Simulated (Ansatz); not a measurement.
Stepwise reaction of `[CH3][Ga]([Cl])[Cl]` with hydrogen, as a gas-phase model of exchange steps in deposition or etching. ΔE in kJ/mol.

Calculated with Ansatz (gas phase, PBE0-D4/def2-TZVP geometries, no zero-point term in ΔE). CCSD(T)/CBS is the MP2 limit (def2-TZVPP, def2-QZVPP) plus CCSD(T) − MP2 in def2-TZVPP, frozen cores. This one scheme is used for every species. Functionals use def2-TZVPP. B3LYP here is the variant with VWN-RPA as its local correlation; programs differ in this. For Ga outer-core shells are correlated without core-valence functions, which leaves a few kJ/mol of doubt a bond. Scalar relativity is left out up to krypton.

```
step                                             reaction  PBE-D4  B3LYP-D4  ωB97M-V  CCSD(T)/CBS
   1  `[CH3][Ga]([Cl])[Cl]` + H₂ → `[CH3][GaH][Cl]` + HCl   103.9     105.8    103.5        106.0
   2          `[CH3][GaH][Cl]` + H₂ → `[CH3][GaH2]` + HCl   119.7     121.2    118.9        121.5
```

(1) By hand: ΔE of the 2 steps together at CCSD(T)/CBS.

## Answers

(1) (106.0) + (121.5) = 227.5 kJ/mol, or 113.8 kJ/mol a step.

In ΔE each step is higher than the one before. All are uphill at CCSD(T)/CBS. PBE-D4 differs from CCSD(T)/CBS by -2.1 to -1.8 kJ/mol a step. Isolated molecules leave out the surface, adducts and barriers. Largest T1 diagnostic: 0.012.
